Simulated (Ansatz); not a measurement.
SnO₄H₄, relaxed as a singlet with RKS B3LYP-D4/def2-SVP in Ansatz, starting from the GFN1-xTB geometry. Force threshold 0.02 eV/Å.

In the def2 sets Sn takes a core potential; there is no spin–orbit coupling. The structure holds one bond between oxygen atoms, so isomers without such links may lie far lower. The structure comes from a short search, and lower isomers may exist.

Start:

```xyz
9

Sn    0.922   -0.065    0.425
O    -2.001   -0.666    0.190
O     0.460   -1.764    0.675
O     1.771    0.698   -1.116
O    -1.260    0.464   -0.214
H     1.941    0.265   -1.945
H    -1.730    1.204    0.196
H     1.158    1.179    1.458
H    -1.261   -1.315    0.331
```

**Question.** Estimate the energy that the relaxation releases and the steps that it takes.

**Answer.** 0.49 eV, in 13 steps; 22 s on 4 threads of Arm Neoverse V1 on a shared host. No frequencies were taken in this run, so the end may be a saddle point.

**Question.** Does the start keep its bonding?

**Answer.** By distances, no bond broke or formed. The bond that changes most is Sn1–O3, from 1.78 to 1.88 Å (atoms count from 1).

**Question.** Predict the relaxed structure.

**Answer.** 
```xyz
9

Sn    0.942    0.085    0.439
O    -1.942   -0.743   -0.124
O     0.286   -1.669    0.638
O     1.895    0.666   -1.200
O    -1.311    0.563   -0.119
H     1.856   -0.009   -1.894
H    -1.854    1.054    0.520
H     1.253    1.365    1.530
H    -1.125   -1.313    0.209
```
Bond lengths: 3 × O–Sn 1.88 to 2.37 Å; 1 × O–O 1.45 Å; 3 × H–O 0.97 to 1.05 Å; 1 × H–Sn 1.71 Å.
